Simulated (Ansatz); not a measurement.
The cluster Si5B⁻. Total charge -1; singlet. Geometry PBE-D4/def2-SVPD; atoms count from 1.

```xyz
6

B    -0.315   -1.040    0.937
Si    0.985   -0.965   -0.707
Si   -1.158    2.568   -0.748
Si   -1.145    0.562    0.277
Si    0.704   -2.628    0.972
Si    0.930    1.503   -0.731
```

The restricted singlet is unstable towards broken spin symmetry in Hartree–Fock (as tested in another run); at PBE0-D4/def2-TZVPD this wasn't settled. The structure comes from a short search, and lower isomers may exist.

Q: Estimate the Mulliken populations from the PBE0/def2-TZVPD orbitals of Ansatz.

A: 
```
atom  charge (e)
  B1        0.59
 Si2       -0.29
 Si3       -0.34
 Si4       -0.24
 Si5       -0.51
 Si6       -0.22
```
Mulliken values and Mayer orders depend strongly on the basis. With diffuse functions, as here, like atoms can get unlike values, and bond orders can come out too low or too high.

Q: And the Mayer bond orders between bonded heavy atoms (over 0.3)?

A: B1–Si2 0.60 (2.10 Å); B1–Si4 0.81 (1.92 Å); B1–Si5 0.76 (1.89 Å); Si2–Si5 1.01 (2.38 Å); Si2–Si6 0.78 (2.47 Å); Si3–Si4 1.09 (2.25 Å); Si3–Si6 1.08 (2.34 Å); Si4–Si6 0.91 (2.49 Å). Values over 0.3 also appear between atoms too far apart for a bond (Si2–Si4 0.51 at 2.80 Å); they arise where an orbital or an unpaired electron spreads over both atoms.
